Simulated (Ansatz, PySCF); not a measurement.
Gas-phase reaction in SMILES: CO[Si](I)(OC)OC + 7 [H][H] (H2) → 3 C (CH4) + I (HI) + 3 O (H2O) + [SiH4] (SiH4)
Each molecule is optimised on its own at B3LYP-D3(BJ)/def2-TZVP (Ansatz, a program for electronic structure), one conformer each, not searched for the lowest. Frequencies are from Ansatz or PySCF.

Property: energy of full hydrogenation (enthalpy at 298 K, with B3LYP-D3(BJ) rigid-rotor harmonic-oscillator terms), in kJ/mol. Cores are frozen in the correlated levels unless marked. Spin-orbit coupling is left out. Frozen are the shells of the preceding noble gas and the d and f shells that filled before the atom's block. In def2 rows, elements after Kr have scalar-relativistic effective core potentials. STO-3G rows are all-electron and non-relativistic. CBS(X,Y): correlation extrapolated as X^-3; Hartree-Fock from the larger set. [CCSD(T)-MP2]/basis is that difference in the basis named.

```csv
level,program,energy of full hydrogenation (kJ/mol)
HF/def2-TZVPP,Ansatz,-26.8
HF/def2-TZVPPD,Ansatz,-34.0
HF/def2-QZVPP,Ansatz,-23.7
HF/def2-QZVPPD,Ansatz,-25.8
PBE/def2-TZVPD,Ansatz,0.2
BLYP-D3(BJ)/def2-TZVPD,Ansatz + dftd3,58.1
BLYP/def2-TZVPD,Ansatz,-2.3
```

Q: Predict the RI-MP2/CBS(def2-TZVPPD,def2-QZVPPD)+[CCSD(T)-MP2]/def2-TZVPPD result (Ansatz).

A: 29.1 kJ/mol
